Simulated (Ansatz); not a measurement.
`C[Se][Ti]([Cl])([Cl])[Cl]` + NH₃ → `[NH2][Ti]([Cl])([Cl])[Cl]` + `C[SeH]` at 600 K and 1 bar (ligand exchange at a Ti–Se bond).

Computed with Ansatz on PBE0-D4/def2-TZVP structures; ΔE is electronic, products minus reactants. CCSD(T)/CBS adds triple-zeta CCSD(T) − MP2 to the extrapolated MP2 energy (def2 sets, frozen cores). This one scheme is used for every species. For Se, Ti outer-core shells are correlated without core-valence functions, which leaves a few kJ/mol of doubt a bond. Scalar relativity is left out up to krypton. One conformer a species, not always the lowest.

| species | CCSD(T)/CBS energy (Eh) | H − E (kJ/mol) | S (J/(mol·K)) |
| --- | --- | --- | --- |
| `C[Se][Ti]([Cl])([Cl])[Cl]` | -4669.05809 | 185.0 | 547.1 |
| NH₃ | -56.50880 | 112.4 | 219.5 |
| `[NH2][Ti]([Cl])([Cl])[Cl]` | -2284.39597 | 136.6 | 476.6 |
| `C[SeH]` | -2441.15625 | 149.5 | 312.9 |

H − E and S are ideal-gas, rigid-rotor, harmonic terms from PBE0-D4/def2-TZVP, for one conformer and one mirror image of each species. 1 Eh = 2625.50 kJ/mol, R = 8.31446 J/(mol·K).

Problem. By hand: ΔE, ΔH, ΔS and ΔG.

Solution. ΔE = (-2284.39597) + (-2441.15625) − (-4669.05809) − (-56.50880) = 0.01467 Eh = 38.5 kJ/mol. Δ(H − E) = 136.6 + 149.5 − 185.0 − 112.4 = -11.3, so ΔH = 27.2 kJ/mol. ΔS = 476.6 + 312.9 − 547.1 − 219.5 = 22.9 J/(mol·K). ΔG = 27.2 − 600 × (22.9)/1000 = 13.5 kJ/mol.

Problem. By hand: the equilibrium constant, and the temperature at which ΔG would vanish if ΔH and ΔS stayed fixed.

Solution. log₁₀ K = −ΔG/(RT ln 10) = -1.2. ΔG = 0 at ΔH/ΔS = 1188 K.

TΔS isn't small against ΔH here. A doubt of 5 kJ/mol in ΔE shifts log₁₀ K by 0.4 here. Other conformers and mirror images would add mixing entropy, several J/(mol·K) or more a flexible species. Modes under 60 cm⁻¹, often nearly free rotors, make the harmonic entropy too high. These are equilibria of isolated gas molecules and say nothing of rates. Largest T1 diagnostic: 0.025 (customary marks: 0.02 for closed shells, 0.045 for open ones).
